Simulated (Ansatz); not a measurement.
Reaction (cleavage of the Si–Al bond): `[CH3][Al]([SiH3])[Br]` + `BN[SiH2]F` → `BN([SiH3])[SiH2]F` + `[CH3][AlH][Br]`

Calculated with Ansatz (gas phase, PBE0-D4/def2-TZVP geometries, no zero-point term in ΔE). CCSD(T)/CBS adds triple-zeta CCSD(T) − MP2 to the extrapolated MP2 energy (def2 sets, frozen cores). Functionals use def2-TZVPP. B3LYP here is the variant with VWN-RPA as its local correlation; programs differ in this. For Br outer-core shells are correlated without core-valence functions, which leaves a few kJ/mol of doubt a bond. Scalar relativity is left out up to krypton. One conformer a species, not always the lowest.

Is it downhill or uphill in electronic energy at CCSD(T)/CBS, and by how much? (An estimate is asked.)

Computed: Downhill: ΔE = -30.5 kJ/mol.

What do these levels give: B3LYP-D4, ωB97M-V, r2SCAN, PBE0, CCSD/def2-TZVPP, CCSD/CBS(def2)? (An estimate is asked.)

The calculation gave: B3LYP-D4 -27.6, ωB97M-V -34.5, r2SCAN -21.6, PBE0 -11.5, CCSD/def2-TZVPP -30.6, CCSD/CBS(def2) -31.5 kJ/mol.

Largest T1 diagnostic among the species: 0.012.

From PBE to PBE0 (25 % exact exchange), in def2-TZVPP and without D4, ΔE moves by −7.1 kJ/mol. The D4 term adds −6.5 kJ/mol with B3LYP and −3.2 kJ/mol with PBE0; it sums over pairs of atoms, weighted by their polarisabilities, and B3LYP, whose exchange is more repulsive, gets the larger term.
